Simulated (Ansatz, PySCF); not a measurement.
Breaking the Al1–F4 bond in AlFH2 (SMILES [F][AlH2]) (multiplicity 1 held, fragments rigid). Energies count from the point at 1.655 Å.
Geometry at that point (charge 0, multiplicity 1):
```xyz
4

Al    -0.24669    -0.47885     0.15841
H      0.47074    -1.31219     1.27881
H     -1.58944    -0.85928    -0.56046
F      0.48064     0.93295    -0.30863
```

R- and RO- levels are restricted; in cc, def2 and unpolarised 6-31G sets they are followed outwards from rest. U- levels take the lowest unrestricted solution at each point, which mixes spins at long bonds. Curves can end on different states.

Frozen-core correlation. Rows in 3-21G carry no dispersion term and start afresh at each structure.

The values were computed with Ansatz (Gaussian orbitals); PySCF for 3-21G rows. Values without a source in brackets are computed.

Energies in kcal/mol.

| R (Å) | R-HF/3-21G | U-HF/cc-pV(T+d)Z | R-PBE/cc-pV(T+d)Z | U-r2SCAN/cc-pV(T+d)Z | U-CCSD/cc-pV(T+d)Z |
|---|---|---|---|---|---|
| 1.324 | 82.3 | 64.7 | 72.4 | 69.0 | 69.8 |
| 1.490 | 15.0 | 9.3 | 13.4 | 11.6 | 11.7 |
| 1.655 | 0.0 | 0.0 | 0.0 | 0.0 | 0.0 |
| 1.821 | 8.1 | 9.4 | 5.5 | 7.2 | 7.5 |
| 1.986 | 26.0 | 25.8 | 18.5 | 21.6 | 22.5 |
| 2.235 | 58.3 | 53.7 | 41.7 | 46.6 | 48.9 |
| 2.483 | 89.0 | 79.9 | 64.0 | 70.4 | 74.3 |
| 2.897 | 129.4 | 111.5 | 94.4 | 102.6 | 110.3 |
| 3.311 | 158.3 | 117.6 | 116.0 | 122.7 | 135.8 |
| 3.807 | 184.8 | 119.5 | 132.8 | 135.1 | 150.8 |
| 4.470 | 210.1 | 120.1 | 145.4 | 142.8 | 154.8 |
| 5.297 | 228.5 | 120.3 | 152.9 | 146.7 | 155.4 |

Doubts at one or more of the structures used: a restricted determinant that unrestricted orbitals would lower (R-HF/3-21G, R-PBE/cc-pV(T+d)Z); a spin-contaminated determinant (U-HF/cc-pV(T+d)Z, U-r2SCAN/cc-pV(T+d)Z, U-CCSD/cc-pV(T+d)Z); T1 above 0.05 (U-CCSD/cc-pV(T+d)Z).

Ansatz is a program for electronic structure.
